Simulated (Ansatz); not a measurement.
Basis-set series for F3GeO (`[O][Ge]([F])([F])[F]`) radical. Total charge 0; spin multiplicity 2. The structure was optimised at the PBE0-D4/def2-TZVP level.

Cartesian coordinates in Å:
```
O -1.635 0.176 0.651
Ge 0.004 0.007 0.003
F 0.034 -1.422 -0.911
F 0.440 1.315 -0.987
F 1.157 -0.076 1.244
```

```csv
functional,basis,functions,energy (Eh),HOMO (eV),LUMO (eV)
PBE0-D4,def2-TZVPP,172,-2451.35478,-10.61,-5.94
PBE0-D4,def2-QZVPP,317,-2451.42186,-10.67,-5.97
ωB97M-V,def2-TZVPP,172,-2451.77939,-13.11,-3.66
ωB97M-V,def2-QZVPP,317,-2451.84335,-13.17,-3.72
```

Problem. Give the rows for def2-SVP. (Estimate.)

Solution. The calculation gave: 
```csv
functional,basis,functions,energy (Eh),HOMO (eV),LUMO (eV)
PBE0-D4,def2-SVP,88,-2450.61280,-10.46,-5.83
ωB97M-V,def2-SVP,88,-2451.02932,-12.92,-3.46
```

HOMO and LUMO are taken over both spins. Scalar relativity is left out up to krypton.

Computed with Ansatz.
